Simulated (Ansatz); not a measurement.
Job for Ansatz (a first-principles code): U-PBE0/def2-TZVPP on RuI, 2S+1 = 4, a spin state set in the input, which need not be the lowest, a point of a bond scan (R = 2.573 Å). Elements past Kr take the def2 small-core potentials; no spin–orbit coupling.

Ansatz 0.2 input:
```yaml
crystal:
  periodic: [false, false, false]
  atoms:
    - {symbol: Ru, position_ang: [0.00000000, 0.00000000, 0.00000000]}
    - {symbol: I, position_ang: [0.00000000, 0.00000000, 2.57306600]}
basis:
  gaussian:
    orbitals: def2-TZVPP
    pivot_positions_ang: [[0.00000000, 0.00000000, 0.00000000], [0.00000000, 0.00000000, 2.57306600]]
hamiltonian:
  xc: {name: PBE0}
magnetization: {spin_polarized: true, initial_magnetization: 3}
output: {forces: true, orbitals: {seedname: ./end}}
```

Program output:

```
WARN ansatz: RAYON_NUM_THREADS=1 ignored (pool sized by the plan → 1); use --threads N
Functional definition: PBE0
integrals: 0.03 GiB planned
799 factors; their error is unknown
mean field: 0.48 GiB planned
mean field evaluation 1: about -10661.6430 eV, gradient 6.6e1 eV
mean field evaluation 2: about -10369.0275 eV, gradient 1.7e2 eV
mean field evaluation 4: about -10680.5155 eV, gradient 2.0e1 eV
mean field evaluation 8: about -10681.9761 eV, gradient 2.5e-1 eV
mean field evaluation 16: about -10682.1340 eV, gradient 2.3e0 eV
mean field evaluation 32: about -10682.9636 eV, gradient 3.3e-2 eV
mean field evaluation 64: about -10682.9412 eV, gradient 4.8e-1 eV
mean field evaluation 96: about -10682.9601 eV, gradient 3.4e-2 eV
mean field evaluation 128: about -10682.9637 eV, gradient 2.8e-4 eV
mean field -10682.96370177 eV, -392.5916748671 hartree, gradient 5.9e-9 eV, S^2 3.764730; 9 other end points of the search recorded, 0 dependent functions left out
the calculation of the forces begins
reference -10682.96372915 eV, -392.5916758735 hartree; 22, 19 occupied and 84, 87 virtual orbitals, 799 factors
Total energy: -10682.96372915 eV, -392.5916758735 hartree
Atom 0 at     0.000000     0.000000     0.000000 Å, force    -0.000000     0.000000     0.096194 eV/Å
Atom 1 at     0.000000     0.000000     2.573066 Å, force     0.000000    -0.000000    -0.096194 eV/Å
Dipole moment:    -0.000031     0.000000    -0.988930 e Å
```

The run converged.

Cost: about 30 core-seconds (a rough figure).
